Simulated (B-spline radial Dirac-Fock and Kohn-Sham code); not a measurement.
Auger parameter of strontium: the L3 level and its strongest L3-MM line

These are calculated numbers from a B-spline atomic structure program; the model is Dirac-Fock energy differences between relaxed states, corrected for Breit and QED terms. The modified Auger parameter α′ is the binding energy plus the kinetic energy of the Auger electron; it does not depend on the energy zero. For free ions it tends to fall with charge, since less charge screens the final holes.

```csv
species,configuration,binding 2p3/2 (eV),Auger line,kinetic (eV),α′ (eV)
Sr,[Kr] 5s2,1949.5,M3M3 J=2,1360.1,3309.6
Sr⁺,[Kr] 5s1,1956.5,M3M3 J=2,1351.7,3308.2
Sr²⁺,[Ar] 3d10 4s2 4p6,1964.8,M3M3 J=2,1342.3,3307.1
Sr²⁺ (Watson 2.4 Å),[Ar] 3d10 4s2 4p6,1952.8,M3M3 J=2,1354.3,3307.1
Sr⁶⁺,[Ar] 3d10 4s2 4p2,2041.8,M3M3 J=2,1266.6,3308.5
Sr⁷⁺,[Ar] 3d10 4s2 4p1,2063.9,M3M3 J=2,1245.8,3309.7
```
